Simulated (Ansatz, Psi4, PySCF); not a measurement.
thiourea (CH4N2S), singlet, at a GFN2-xTB geometry. Base run: PBE/6-31G* in PySCF.

The PySCF input:
```python
from pyscf import gto, scf, dft

mol = gto.Mole()
mol.atom = '''
    N     0.84063889   -1.21868002   -0.43521389
    C    -0.07340802   -0.30783895   -0.02671367
    N    -1.31379611   -0.76552040    0.26302879
    S     0.30715846    1.28807913    0.11177703
    H     0.67514581   -2.20504393   -0.31991705
    H     1.79486212   -0.90665769   -0.49376199
    H    -1.60346404   -1.68788922   -0.01790421
    H    -2.02853056   -0.07323863    0.40872847
'''
mol.basis = '6-31g*'
mol.verbose = 3
mol.build()

mf = dft.RKS(mol)
mf.xc = 'pbe'
mf.kernel()
```

The same geometry, method and basis name were run in Ansatz (an electronic-structure program) and Psi4 and PySCF, at each program's defaults and at the settings that a row names. The base is PySCF at its defaults. Differences at the defaults can come from grids, fitting, cores and function types together.

```tsv
code and settings	ΔE vs base (µEh)	basis functions	E (Eh)	SCF cycles	dipole (D)
PySCF, defaults (exact integrals, its default grid, spherical functions)	0.0	68	-547.84164	10	5.39
Psi4, defaults (density fitting with its default set, its default grid, Cartesian functions)	-6386	72	-547.84802	9	5.38
Ansatz, defaults (factorised integrals, its default grid, Cartesian functions)	-6348	72	-547.84799	-	-
PySCF, density fitting with def2-universal-jkfit	(withheld)	68	(withheld)	10	5.39
PySCF, fine grid	-2.8	68	-547.84164	10	5.39
Psi4, exact integrals, spherical functions, fine grid	-2.8	68	-547.84164	11	5.39
Ansatz, high accuracy, Cartesian functions as the basis file defines them	-6348	72	-547.84799	-	-
```

Q: Complete the blanks.

A: 
- PySCF, density fitting with def2-universal-jkfit, ΔE vs base (µEh): -80.3
- PySCF, density fitting with def2-universal-jkfit, E (Eh): -547.84172
